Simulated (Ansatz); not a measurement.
`[GeH3][SeH]` + `C#[C][Al]([F])[Cl]` → `C#[C][GeH3]` + `[F][Al]([Cl])[SeH]` at 298.15 K and 1 bar (redistribution).

Calculated with Ansatz (gas phase, PBE0-D4/def2-TZVP geometries, no zero-point term in ΔE). CCSD(T)/CBS is the MP2 limit (def2-TZVPP, def2-QZVPP) plus CCSD(T) − MP2 in def2-TZVPP, frozen cores. For Ge, Se outer-core shells are correlated without core-valence functions, which leaves a few kJ/mol of doubt a bond. Scalar relativity is left out up to krypton. One conformer a species, not always the lowest.

| species | CCSD(T)/CBS energy (Eh) | H − E (kJ/mol) | S (J/(mol·K)) |
| --- | --- | --- | --- |
| `[GeH3][SeH]` | -4479.23116 | 96.5 | 300.6 |
| `C#[C][Al]([F])[Cl]` | -878.39595 | 79.6 | 337.1 |
| `C#[C][GeH3]` | -2154.54588 | 125.2 | 281.0 |
| `[F][Al]([Cl])[SeH]` | -3203.08897 | 51.4 | 340.7 |

H − E and S are ideal-gas, rigid-rotor, harmonic terms from PBE0-D4/def2-TZVP, for one conformer and one mirror image of each species. 1 Eh = 2625.50 kJ/mol, R = 8.31446 J/(mol·K).

**Question.** By hand: ΔE, ΔH, ΔS and ΔG.

**Answer.** ΔE = (-2154.54588) + (-3203.08897) − (-4479.23116) − (-878.39595) = -0.00774 Eh = -20.3 kJ/mol. Δ(H − E) = 125.2 + 51.4 − 96.5 − 79.6 = 0.5, so ΔH = -19.8 kJ/mol. ΔS = 281.0 + 340.7 − 300.6 − 337.1 = -16.0 J/(mol·K). ΔG = -19.8 − 298.15 × (-16.0)/1000 = -15.0 kJ/mol.

**Question.** By hand: the equilibrium constant, and the temperature at which ΔG would vanish if ΔH and ΔS stayed fixed.

**Answer.** log₁₀ K = −ΔG/(RT ln 10) = 2.6. ΔG = 0 at ΔH/ΔS = 1238 K, though so small a ΔS makes that figure unsure.

ΔH outweighs TΔS. A doubt of 5 kJ/mol in ΔE shifts log₁₀ K by 0.9 here. Other conformers and mirror images would add mixing entropy, several J/(mol·K) or more a flexible species. These are equilibria of isolated gas molecules and say nothing of rates. Largest T1 diagnostic: 0.012 (customary marks: 0.02 for closed shells, 0.045 for open ones).
